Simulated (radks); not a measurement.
Neutral bromine inside a hard spherical wall (all orbitals vanish at R), configuration held at [Ar] 3d10 4s2 4p5 and not refilled when levels cross. All-electron calculation, non-relativistic Kohn-Sham, PBE, spin-polarised, spherical densities, point nucleus; open shells are filled with parallel spins first. Program: a radial shooting solver on a logarithmic mesh with Libxc functionals. Eigenvalues in eV for spin up, with the zero of energy where the potential of the charges vanishes at infinity; a dash marks a level that is unbound or too diffuse for the functional's potential to be trusted. A positive occupied level is held by the wall or, in an anion where self-interaction has pushed it up, behind a barrier. The pressure on the wall is -dE/dV.

R (bohr)  E (hartree)  kinetic (hartree)    e(3p)    e(3d)    e(4s)   e(4p)  e(5s, empty)  e(5p, empty)  pressure (GPa)
free      -2573.78331           2572.270  -171.68  -68.373  -19.781  -8.239             -             -               0
20        -2573.78331           2572.270  -171.68  -68.373  -19.781  -8.239             -             -        < 0.0001
8         -2573.78277           2572.276  -171.64  -68.330  -19.746  -8.205         0.820         3.280          0.0300
6         -2573.77210           2572.359  -171.17  -67.867  -19.385  -7.842         4.025         8.219            1.11
4         -2573.52399           2573.704  -166.52  -63.252  -15.991  -4.012        21.458        30.200            62.5
3         -2572.33978           2578.582  -155.74  -52.617   -7.046   6.689        60.330        73.622             676
2.5       -2570.11877           2586.292  -143.88  -40.967    5.679  21.734        110.10        126.48            2660
2         -2563.56176           2606.774  -122.01  -19.272   37.722  58.182        220.02        239.29           13100
1.5       -2539.58349           2675.948  -73.273   31.432   141.56  169.03        511.66        528.03           95800
